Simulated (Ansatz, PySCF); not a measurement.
System: BNH2F, charge 0, doublet. BNH2F (SMILES [NH]BF, doublet).
B3LYP-D3(BJ)/def2-TZVP minimum from Ansatz (an electronic-structure program):
```
B
F 1 1.3326
N 1 1.3995 2 122.39
H 3 1.0123 1 128.61 2 -113.05
H 1 1.1998 2 119.18 3 173.49
```
Charge 0, spin multiplicity 2.

Atomisation energy term by term, kcal/mol (programs: Ansatz). Open shells are spin-unrestricted; no spin-orbit coupling. Correlated methods leave the cores frozen. Rows without X2C or -DK are non-relativistic. CBS(X,Y): correlation extrapolated as X^-3, Hartree-Fock from the larger set. A bracket is a step between two methods taken in the basis named. '+ core + X2C': CCSD(T) terms for core correlation (cc-pwCVTZ) and scalar relativity (cc-pVTZ-DK). Where a partner has so few electrons that a lower coupled-cluster level is exact, that level stands in.

| term | basis | kcal/mol |
|---|---|---|
| Hartree-Fock | cc-pVQZ | 318.14 |
| CCSD correlation | CBS(cc-pVTZ,cc-pVQZ) | 105.88 |
| (T) | CBS(cc-pVTZ,cc-pVQZ) | 7.21 |
| CCSDT(Q) - CCSD(T) | cc-pVDZ | 0.60 |
| core correlation | cc-pwCVTZ | 1.92 |
| scalar relativity | X2C, cc-pVTZ-DK | -0.47 |
| minus zero-point energy | Hessian by PySCF at B3LYP-D3(BJ)/def2-TZVP | -16.90 |
| sum: D0 |  | 416.4 |
